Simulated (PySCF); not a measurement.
## Mo⁺ (molybdenum, charge +1): r2SCAN calculation

Configuration: [Kr] 4d5, high-spin 6S determinant. All numbers are calculated (PySCF 2.14, a scalar-relativistic core potential, in def2-SVP with the def2 core potential (28 electrons) (5s3p2d1f, 31 functions)).

```
Total energy                : -67.8524 hartree
One-electron energy         : -112.9893 hartree
Hartree (Coulomb) energy    : 52.9848 hartree
Exchange-correlation energy : -7.8479 hartree
⟨S²⟩                        : 8.7504
⟨L²⟩                        : 0.000
Sum of ⟨r⟩                  : 19.20 bohr
Sum of ⟨r²⟩                 : 34.70 bohr²
Time after the integrals    : 0.38 s of wall time on 1 thread of Neoverse-V2 (shared host)
```

| shell | electrons | mean orbital energy (hartree) | rms radius, mean of both spins (bohr) |
| --- | --- | --- | --- |
| 4s α | 1 | -2.76218 | 1.19 |
| 4s β | 1 | -2.62457 | 1.19 |
| 4p α | 3 | -1.78111 | 1.33 |
| 4p β | 3 | -1.62525 | 1.33 |
| 4d α | 5 | -0.42285 | 2.06 |

Energies and moments cover only the electrons outside the core potential.
